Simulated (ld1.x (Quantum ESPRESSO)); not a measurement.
What one change does to a pseudopotential (sulfur (S), TM)

sulfur, norm-conserving Troullier–Martins (Kleinman–Bylander form), made with ld1.x (Quantum ESPRESSO) 7.5 (PBE, non-relativistic). Core [Ne], reference 3s2 3p3 (charge +1). Waves: 3p (bound): rc 1.65 bohr; 3s (bound): rc 1.35 bohr. Local part: the s channel. Core correction: none.

All-electron outer shells of the reference configuration (PBE, non-relativistic, ld1.x):

| shell | level (eV) | outermost node (bohr) | outermost maximum (bohr) |
| --- | --- | --- | --- |
| 3s | -27.51 | 0.60 | 1.40 |
| 3p | -16.81 | 0.58 | 1.55 |

Change: all radii scaled by about 1.09 (s 1.48, p 1.80 bohr).

Cutoffs: the cutoffs (Ry, on a coarse ladder) from which the occupation-weighted sum of valence levels, in a spherical-Bessel basis at the reference potential, stays within 10 and 1 mRy of its value at 400 Ry; they do not see the model core or the augmentation charge, which bear on the density cutoff. Errors are all-electron minus pseudo energies relative to the spin-unpolarised reference configuration.

Q: How do hardness, ghosts and transferability respond?

A: The potential gets neither clearly harder nor softer (40 Ry and 60 Ry → 40 Ry and 60 Ry); of the 7 tests that both files solve, the error grows in 1 and shrinks in 0 by more than 15 % and 0.3 meV (median size 3.8 → 4.1 meV); neither file shows a bound ghost.

| quantity | base | changed |
| --- | --- | --- |
| cutoff, loose | 40 Ry | 40 Ry |
| cutoff, tight | 60 Ry | 60 Ry |
| bound ghosts | none | none |
| error for 3s2 3p4, meV [ΔE -11.78 eV] | +2.7 | +2.9 |
| error for 3s2 3p2, meV [ΔE 22.30 eV] | +7.4 | +7.7 |
| error for 3s2 3p1, meV [ΔE 56.35 eV] | +45 | +46 |
| error for 3s2 3p4.3, meV [ΔE -13.50 eV] | +3.8 | +4.1 |
| error for 3s2 3p3.5, meV [ΔE -7.12 eV] | +0.9 | +1.0 |
| error for 3s1 3p4, meV [ΔE 10.74 eV] | +0.3 | +0.8 |
| error for 3s2 3p0, meV [ΔE 103.15 eV] | +150 | +151 |
